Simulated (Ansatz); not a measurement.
Cartesian coordinates in Å:
```
C 1.9430 -0.3327 0.8985
S 0.9323 -0.3319 -0.5883
C -0.6583 0.1741 0.0627
F -3.4844 0.7080 -0.9978
Al -1.9493 0.2498 -1.4012
H 1.5592 -1.0462 1.6301
H 1.9846 0.6638 1.3419
H 2.9503 -0.6326 0.6056
H -0.5944 1.1601 0.5386
H -1.0157 -0.5307 0.8232
H -1.6672 -0.0817 -2.9133
```

The species carries charge 0 and has multiplicity 1. The bonds changed during the relaxation, so this is another structure than the one it started from.

(1) List the r2SCAN/def2-TZVPP orbital energies in eV (the Gaussian-basis code of Ansatz). (Best estimate.)

Results:

(1) Ansatz gave: Occupied: -2409.03, -1517.44, -665.25, -273.71, -273.48, -213.40, -157.51, -157.40, -157.23, -110.94, -71.31, -71.09, -71.01, -29.97, -20.85, -18.25, -15.30, -11.53, -11.32, -11.08, -10.65, -10.48, -9.97, -9.95, -8.95, -7.99, -7.30, -5.46. Lowest empty: -1.40, -0.32, 0.06, 0.76, 1.55, 2.42, 2.44, 2.69.
